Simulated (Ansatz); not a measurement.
ClH2SbTe2, SMILES [Cl][Sb]([TeH])[TeH].

The structure is a stationary point at PBE0-D3(BJ)/def2-SVP. A frequency run showed that this geometry is not a minimum. The structure was generated by enumeration; whether it is a known compound was not checked. The def2 effective core potentials stand for the cores of Sb, Te; spin–orbit coupling is left out.

Two levels are set side by side: PBE/def2-SVPD (Ansatz, a quantum-chemistry and plane-wave program) and PBE0/def2-SVPD (Ansatz). Energy differences of separate SCF runs at the same geometry; the states with an electron removed or added have multiplicity 2 and 2. Differences are taken from unrounded values.

```tsv
quantity	PBE
vertical ionisation energy (eV)	8.02
vertical electron affinity (eV)	0.78
vertical singlet–triplet gap (eV)	2.91
```

**Question.** These are the PBE values. What does PBE0 give? (An estimate is asked for; the answer gives what the named calculation found.)

**Answer.** 
```csv
quantity,PBE0,PBE minus PBE0
vertical ionisation energy (eV),8.33,-0.31
vertical electron affinity (eV),0.75,0.02
vertical singlet–triplet gap (eV),3.08,-0.16
```
